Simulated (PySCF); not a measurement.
A side-by-side comparison of computed properties.

First species: C7H10N2.
Atom-mapped SMILES: `[CH3:1]/[N:2]=[CH:3]\[C:4]([C:5]#[N:6])=[C:7]([CH3:8])[CH3:9]` (hydrogens: H10, H11, H12 on C1; H13 on C3; H14, H15, H16 on C8; H17, H18, H19 on C9)

Second species: C5H6F4O.
Numbering: `[CH3:1]/[C:2](=[CH:3]/[CH2:4][F:5])[O:6][C:7]([F:8])([F:9])[F:10]` (hydrogens: H11, H12, H13 on C1; H14 on C3; H15, H16 on C4)

Levels: PBE0/pcSseg-1 for dipole moment, HOMO energy, LUMO energy and HOMO–LUMO gap; GFN2-xTB for rotational constant A and rotational constant C. Geometries: GFN2-xTB. Each structure is a single optimised conformer of the isolated species, non-relativistic unless stated; the electronic structure was computed with PySCF and density fitting.

The conformers computed, where there is a choice (atom-mapped SMILES and torsion angles):
- `[CH3:1]/[N:2]=[CH:3]\[C:4]([C:5]#[N:6])=[C:7]([CH3:8])[CH3:9]`: N2–C3–C4–C5 -38°
- `[CH3:1]/[C:2](=[CH:3]/[CH2:4][F:5])[O:6][C:7]([F:8])([F:9])[F:10]`: C2–C3–C4–F5 -164°, C1–C2–O6–C7 -36°, C2–O6–C7–F8 -168°

Values for the first species:

* Dipole moment: 4.46 D
* HOMO energy: -7.13 eV
* LUMO energy: -1.77 eV
* HOMO–LUMO gap: 5.36 eV
* Rotational constant A: 2.306 GHz
* Rotational constant C: 0.880 GHz

Task: Estimate the same properties for the second species, and the change in each.

Result: 
```json
{"property": "dipole moment", "first": "4.46 D", "second": "1.98 D", "second less first": "-2.48 D"}
{"property": "HOMO energy", "first": "-7.13 eV", "second": "-7.65 eV", "second less first": "-0.52 eV"}
{"property": "LUMO energy", "first": "-1.77 eV", "second": "-0.19 eV", "second less first": "+1.58 eV"}
{"property": "HOMO–LUMO gap", "first": "5.36 eV", "second": "7.46 eV", "second less first": "+2.10 eV"}
{"property": "rotational constant A", "first": "2.306 GHz", "second": "2.351 GHz", "second less first": "+0.045 GHz"}
{"property": "rotational constant C", "first": "0.880 GHz", "second": "0.613 GHz", "second less first": "-0.267 GHz"}
```

On the first: The dipole matches unit charges of opposite sign 0.93 Å apart (1 e·Å = 4.8032 D).

On the second: The dipole equals about 6.6 × 10⁻³⁰ C·m (1 D = 3.33564 × 10⁻³⁰ C·m). A dipole of 1.98 D is allowed in C1, and pure rotational transitions are dipole-allowed.
